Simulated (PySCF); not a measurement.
# Cost of excited-state runs on `InChI=1S/C3H8BPSi/c1-2-3(4)6-5/h1,3H,4-6H2/t3-/m1/s1`

Molfile (atoms numbered from 1):
```
C3H8BPSi
     RDKit          3D

 14 13  0  0  0  0  0  0  0  0999 V2000
   -1.4958   -1.0197    0.7903 B   0  0  0  0  0  0  0  0  0  0  0  0
   -1.0001   -0.2037   -0.4304 C   0  0  1  0  0  0  0  0  0  0  0  0
   -0.9324    1.2242   -0.2594 C   0  0  0  0  0  0  0  0  0  0  0  0
   -0.8556    2.4103   -0.1038 C   0  0  0  0  0  0  0  0  0  0  0  0
    0.8170   -0.8221   -0.7366 Si  0  0  0  0  0  4  0  0  0  0  0  0
    2.0644   -0.3486    1.0579 P   0  0  0  0  0  0  0  0  0  0  0  0
   -1.4051   -0.5835    1.8721 H   0  0  0  0  0  0  0  0  0  0  0  0
   -1.9300   -2.0929    0.6192 H   0  0  0  0  0  0  0  0  0  0  0  0
   -1.5335   -0.4295   -1.3568 H   0  0  0  0  0  0  0  0  0  0  0  0
   -0.8258    3.4500    0.0310 H   0  0  0  0  0  0  0  0  0  0  0  0
    0.8425   -2.2748   -0.9441 H   0  0  0  0  0  0  0  0  0  0  0  0
    1.2542   -0.1643   -1.9790 H   0  0  0  0  0  0  0  0  0  0  0  0
    1.7608    1.0018    1.0659 H   0  0  0  0  0  0  0  0  0  0  0  0
    3.2388   -0.1477    0.3515 H   0  0  0  0  0  0  0  0  0  0  0  0
  1  2  1  0
  2  3  1  0
  3  4  3  0
  2  5  1  0
  5  6  1  0
  1  7  1  0
  1  8  1  0
  2  9  1  6
  4 10  1  0
  5 11  1  0
  5 12  1  0
  6 13  1  0
  6 14  1  0
M  END
```

PySCF with density fitting, on 1 thread of an Arm Neoverse N1, shared host. Command: `OMP_NUM_THREADS=1 python excited_run.py task.json out`

**Question.** How long does each of these runs take, and how much memory?
- magnetisability and related constants, B97-2/pcSseg-1; isotopologues
- magnetisability and related constants, PBE0/6-31G*; usual settings
- magnetisability and related constants, X3LYP/6-31G; fitting basis def2-qzvpp-jkfit

**Answer.** 
| run | level | basis functions | wall time | peak memory (GiB) |
| --- | --- | --- | --- | --- |
| magnetisability and related constants | B97-2/pcSseg-1 | 156 | 35 s | 0.92 |
| magnetisability and related constants | PBE0/6-31G* | 108 | 22 s | 0.54 |
| magnetisability and related constants | X3LYP/6-31G | 78 | 16 s | 0.53 |

Times from a shared host are rough.
